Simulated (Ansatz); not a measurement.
Relaxation of H5Au4⁻ with RKS r2SCAN-D4/def2-SVPD.

```sh
$ ansatz run in.yaml --threads 4 --pin off --events-out ev --progress --plain --max-ram 3916MiB
```

```yaml
crystal:
  periodic: [false, false, false]
  atoms:
    - {symbol: Au, position_ang: [1.558370, 0.155150, 0.510620]}
    - {symbol: Au, position_ang: [3.337890, 1.964000, -0.570440]}
    - {symbol: Au, position_ang: [-1.075590, -0.628050, 0.318660]}
    - {symbol: Au, position_ang: [-3.661350, -1.547030, 0.058880]}
    - {symbol: H, position_ang: [-2.563540, -0.323500, 0.116380]}
    - {symbol: H, position_ang: [3.918770, 2.831890, -1.616950]}
    - {symbol: H, position_ang: [0.439290, -0.954240, 0.521940]}
    - {symbol: H, position_ang: [2.784480, 1.058140, 0.671040]}
    - {symbol: H, position_ang: [-4.738330, -2.556350, -0.010120]}
basis:
  gaussian: {orbitals: def2-SVPD}
total_charge: -1
hamiltonian: {xc: r2scan, dispersion: d4}
scf: {lower_state_search: "off"}
output: {orbitals: {seedname: orbitals}}
relax: {f_tol: 0.02, max_steps: 100}
```

Hardware: 4 threads of Intel Xeon on a shared host. Wall time 2.9 min.

Positions (Å) and forces (eV/Å) at steps 1, 2, 3, 4, 7, 10, 11, 12, 13, 14, 15, 16, 17, 19, 22, 25, 28, 29 of 29:

```xyz
9
step=1 energy=-14865.8386 eV
Au    1.558    0.155    0.511   -0.747   -0.005   -0.293
Au    3.338    1.964   -0.570   -0.632   -0.662    0.323
Au   -1.076   -0.628    0.319    0.372    0.122    0.021
Au   -3.661   -1.547    0.059    1.076    0.412    0.116
H    -2.564   -0.324    0.116   -1.635    1.895   -0.308
H     3.919    2.832   -1.617    1.317    1.805   -1.964
H     0.439   -0.954    0.522    0.875   -2.206    0.394
H     2.784    1.058    0.671    1.685    0.535    1.877
H    -4.738   -2.556   -0.010   -2.311   -1.895   -0.166
9
step=2 energy=-14867.0950 eV
Au    1.588    0.149    0.545   -0.167    0.138   -0.210
Au    3.376    2.008   -0.631   -0.180   -0.133    0.019
Au   -1.092   -0.617    0.320    0.017    0.016   -0.005
Au   -3.720   -1.612    0.059    0.220    0.036    0.024
H    -2.668   -0.206    0.100   -0.420    0.420   -0.074
H     4.028    2.953   -1.718    0.172    0.216   -0.239
H     0.489   -1.113    0.558    0.208   -0.645    0.105
H     2.906    1.092    0.790    0.438    0.201    0.398
H    -4.905   -2.655   -0.023   -0.288   -0.249   -0.017
9
step=3 energy=-14867.1747 eV
Au    1.565    0.129    0.498    0.042   -0.053    0.218
Au    3.278    1.985   -0.622    0.179    0.036    0.028
Au   -1.074   -0.607    0.302    0.044    0.002   -0.035
Au   -3.649   -1.560    0.054   -0.169   -0.020   -0.004
H    -2.664   -0.053    0.079    0.011   -0.089    0.015
H     3.957    2.911   -1.752   -0.096   -0.044    0.041
H     0.520   -1.248    0.546   -0.059    0.036   -0.072
H     2.886    1.114    0.905   -0.064    0.061   -0.194
H    -4.818   -2.669   -0.010    0.111    0.071    0.003
9
step=4 energy=-14867.1771 eV
Au    1.576    0.129    0.581    0.042   -0.063   -0.121
Au    3.336    1.952   -0.615   -0.135    0.185   -0.058
Au   -1.070   -0.609    0.275    0.045    0.000    0.071
Au   -3.678   -1.543    0.058    0.022   -0.070   -0.023
H    -2.667   -0.059    0.083    0.005   -0.032   -0.009
H     3.906    2.913   -1.779    0.033   -0.164    0.101
H     0.526   -1.253    0.487   -0.021    0.116    0.003
H     2.888    1.149    0.921   -0.019   -0.057    0.021
H    -4.816   -2.679   -0.011    0.028    0.085    0.014
9
step=7 energy=-14867.1934 eV
Au    1.508    0.223    0.444   -0.042   -0.049   -0.017
Au    3.407    1.989   -0.575    0.025    0.013    0.011
Au   -1.105   -0.627    0.243    0.010   -0.001   -0.005
Au   -3.703   -1.626    0.149    0.023    0.022   -0.002
H    -2.730   -0.130    0.283    0.046   -0.035    0.003
H     4.268    2.764   -1.694   -0.074   -0.068    0.100
H     0.535   -1.191    0.157   -0.025    0.088    0.015
H     2.671    1.339    0.950    0.036    0.034   -0.109
H    -4.851   -2.742    0.042    0.002   -0.004    0.004
9
step=10 energy=-14867.1977 eV
Au    1.466    0.265    0.388    0.070    0.049   -0.008
Au    3.448    1.979   -0.553    0.038    0.009   -0.005
Au   -1.137   -0.600    0.222    0.017   -0.015    0.010
Au   -3.706   -1.661    0.180   -0.016    0.000    0.016
H    -2.765   -0.148    0.355    0.010   -0.011   -0.011
H     4.393    2.706   -1.628   -0.020   -0.009    0.007
H     0.508   -1.128    0.044   -0.056    0.005    0.001
H     2.626    1.387    0.918   -0.057   -0.034   -0.003
H    -4.833   -2.800    0.074    0.014    0.005   -0.007
9
step=11 energy=-14867.1903 eV rejected
Au    1.423    0.327    0.283    0.046   -0.002    0.102
Au    3.542    1.961   -0.516   -0.062    0.091   -0.068
Au   -1.178   -0.583    0.212    0.031   -0.007   -0.038
Au   -3.722   -1.709    0.257    0.006    0.019   -0.092
H    -2.815   -0.174    0.446    0.101   -0.060    0.025
H     4.568    2.647   -1.560   -0.082   -0.124    0.159
H     0.473   -1.064   -0.111   -0.114    0.089    0.011
H     2.529    1.465    0.897    0.049   -0.024   -0.157
H    -4.820   -2.870    0.092    0.025    0.018    0.056
9
step=12 energy=-14867.1972 eV rejected
Au    1.458    0.281    0.340   -0.055    0.035    0.030
Au    3.474    1.989   -0.535    0.063   -0.049   -0.038
Au   -1.154   -0.592    0.222    0.016    0.001   -0.043
Au   -3.716   -1.672    0.198    0.028   -0.030    0.049
H    -2.784   -0.158    0.397    0.021    0.000   -0.002
H     4.475    2.668   -1.596   -0.060    0.002    0.058
H     0.487   -1.100   -0.030   -0.012    0.010    0.006
H     2.577    1.419    0.910    0.009    0.011   -0.036
H    -4.818   -2.835    0.095   -0.009    0.020   -0.024
9
step=13 energy=-14867.1987 eV
Au    1.461    0.277    0.364   -0.003    0.011    0.004
Au    3.475    1.970   -0.543   -0.014    0.033   -0.015
Au   -1.147   -0.596    0.218    0.017   -0.004    0.003
Au   -3.710   -1.670    0.204    0.003   -0.003   -0.028
H    -2.775   -0.154    0.372    0.003    0.000    0.010
H     4.431    2.693   -1.610    0.006   -0.024    0.017
H     0.495   -1.109    0.003   -0.018   -0.001   -0.004
H     2.597    1.406    0.912    0.007   -0.013   -0.005
H    -4.825   -2.817    0.079   -0.001    0.001    0.017
9
step=14 energy=-14867.1998 eV
Au    1.439    0.305    0.329   -0.002    0.017    0.006
Au    3.499    1.972   -0.530    0.019    0.016   -0.028
Au   -1.163   -0.586    0.208    0.016   -0.004   -0.008
Au   -3.715   -1.690    0.221    0.005   -0.001    0.000
H    -2.794   -0.168    0.419    0.028   -0.013   -0.001
H     4.512    2.654   -1.576   -0.039   -0.032    0.051
H     0.479   -1.075   -0.072   -0.036    0.016    0.005
H     2.561    1.438    0.902    0.007   -0.004   -0.028
H    -4.818   -2.849    0.100    0.002    0.005    0.002
9
step=15 energy=-14867.2001 eV
Au    1.431    0.317    0.316   -0.004    0.009    0.006
Au    3.507    1.971   -0.526    0.026    0.011   -0.024
Au   -1.169   -0.584    0.203    0.014   -0.002   -0.009
Au   -3.716   -1.698    0.230    0.006    0.002   -0.002
H    -2.800   -0.174    0.434    0.030   -0.015    0.000
H     4.541    2.640   -1.561   -0.048   -0.031    0.054
H     0.473   -1.061   -0.100   -0.037    0.019    0.006
H     2.548    1.449    0.898    0.011    0.004   -0.033
H    -4.816   -2.860    0.106    0.002    0.004    0.003
9
step=16 energy=-14867.2009 eV
Au    1.409    0.348    0.285   -0.007   -0.018    0.002
Au    3.530    1.964   -0.516    0.026    0.014   -0.014
Au   -1.182   -0.577    0.191    0.005    0.003   -0.013
Au   -3.717   -1.717    0.248    0.007    0.005    0.015
H    -2.811   -0.190    0.471    0.033   -0.017   -0.007
H     4.608    2.605   -1.524   -0.056   -0.034    0.055
H     0.456   -1.024   -0.168   -0.033    0.025    0.009
H     2.516    1.476    0.886    0.027    0.022   -0.040
H    -4.810   -2.886    0.128   -0.001    0.000   -0.006
9
step=17 energy=-14867.2014 eV
Au    1.395    0.368    0.265   -0.022   -0.029   -0.014
Au    3.542    1.963   -0.508    0.033   -0.006    0.002
Au   -1.190   -0.571    0.177   -0.005    0.000    0.005
Au   -3.716   -1.730    0.268    0.005    0.012   -0.011
H    -2.816   -0.201    0.493    0.031   -0.012   -0.003
H     4.653    2.578   -1.495   -0.058   -0.020    0.042
H     0.443   -0.998   -0.218   -0.018    0.026    0.007
H     2.494    1.494    0.877    0.036    0.037   -0.034
H    -4.804   -2.902    0.141   -0.002   -0.007    0.007
9
step=19 energy=-14867.2028 eV
Au    1.360    0.417    0.201   -0.036   -0.042   -0.010
Au    3.584    1.946   -0.479   -0.019   -0.013    0.009
Au   -1.212   -0.556    0.154   -0.026    0.006   -0.006
Au   -3.714   -1.761    0.304    0.003   -0.004    0.003
H    -2.828   -0.229    0.555    0.026   -0.003   -0.001
H     4.757    2.507   -1.418   -0.007   -0.002    0.015
H     0.403   -0.923   -0.345    0.015    0.027    0.010
H     2.436    1.548    0.846    0.043    0.030   -0.018
H    -4.787   -2.948    0.181    0.000    0.000   -0.001
9
step=22 energy=-14867.2040 eV
Au    1.313    0.482    0.123    0.007   -0.015    0.020
Au    3.628    1.916   -0.443   -0.013    0.016   -0.025
Au   -1.244   -0.526    0.127   -0.006    0.006   -0.005
Au   -3.703   -1.805    0.351   -0.015   -0.009   -0.011
H    -2.842   -0.263    0.629    0.016   -0.001    0.003
H     4.875    2.413   -1.323    0.003   -0.011    0.017
H     0.349   -0.819   -0.487   -0.006    0.011    0.000
H     2.380    1.610    0.802    0.003   -0.001   -0.006
H    -4.757   -3.008    0.221    0.010    0.004    0.006
9
step=25 energy=-14867.2046 eV
Au    1.286    0.522    0.087    0.008    0.013   -0.001
Au    3.648    1.900   -0.431    0.021    0.004   -0.008
Au   -1.266   -0.502    0.114    0.007   -0.005   -0.002
Au   -3.695   -1.831    0.372    0.008    0.008    0.002
H    -2.849   -0.284    0.678    0.008   -0.006   -0.005
H     4.946    2.345   -1.266   -0.030   -0.010    0.016
H     0.310   -0.746   -0.568   -0.020    0.001    0.007
H     2.350    1.647    0.775    0.001   -0.004   -0.008
H    -4.730   -3.050    0.239   -0.001   -0.002   -0.001
9
step=28 energy=-14867.2048 eV rejected
Au    1.242    0.595    0.028    0.000   -0.010    0.003
Au    3.679    1.864   -0.404    0.003    0.008   -0.009
Au   -1.293   -0.468    0.100    0.010    0.004   -0.016
Au   -3.676   -1.869    0.401    0.006   -0.005    0.019
H    -2.851   -0.319    0.750    0.009   -0.006   -0.009
H     5.031    2.229   -1.188   -0.017   -0.008    0.015
H     0.246   -0.629   -0.683   -0.021    0.007    0.015
H     2.306    1.706    0.737    0.009    0.002   -0.008
H    -4.683   -3.110    0.259   -0.001    0.007   -0.009
9
step=29 energy=-14867.2049 eV
Au    1.251    0.579    0.040   -0.003    0.002    0.000
Au    3.669    1.875   -0.413    0.016   -0.009    0.008
Au   -1.287   -0.476    0.103    0.005    0.003   -0.009
Au   -3.678   -1.863    0.399   -0.001    0.002   -0.002
H    -2.850   -0.312    0.735    0.003   -0.004    0.002
H     5.015    2.251   -1.201   -0.012    0.004   -0.001
H     0.259   -0.652   -0.660   -0.009   -0.001    0.006
H     2.315    1.694    0.744    0.001    0.004   -0.007
H    -4.695   -3.095    0.252    0.000    0.000    0.002
```

In the def2 sets Au takes a core potential; there is no spin–orbit coupling. The structure comes from a short search, and lower isomers may exist.
